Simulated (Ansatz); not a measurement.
A made-up structure of GaBSiH₂, singlet:

B1  (0.503, 0.116, 0.647)
Si2  (-0.594, -1.457, 0.967)
Ga3  (-0.500, -0.196, -0.536)
H4  (-0.650, 0.428, -1.591)
H5  (1.241, 1.110, 0.514)
(Å)

It is relaxed with PBE-D4/def2-SVP and then PBE0-D4/def2-TZVP (Ansatz 0.2.0). Atoms count as bonded within 1.22 times the sum of their covalent radii (H–H: 0.88 Å). The end point is not checked to be a true minimum.

Does its bonding change? (Judge from chemistry; the calculation decides.)

Computed: No: no bond forms or breaks.

Where it ends: The first stage lowers the energy by 5.42 eV in 7 steps. It ends as GaBSiH₂ ([BH]1[Si][GaH]1):
```xyz
5
angstrom
B 0.6703 0.0842 0.9527
Si -0.4398 -1.3624 1.0873
Ga -0.6458 -0.1620 -0.8120
H -1.0190 0.4444 -2.1983
H 1.4343 0.9958 0.9703
```

Labels in which every atom is bracketed show which atoms are joined, not bond orders.

For scale, one of the runs: PBE0-D4/def2-TZVP relaxation, 128 basis functions, launched by `ansatz run in.yaml --threads 2 --pin off --events-out ev --progress --plain --max-ram 4352MiB`. The run took about 9.5 s on 2 CPU threads of an Arm Neoverse V2 (shared host).
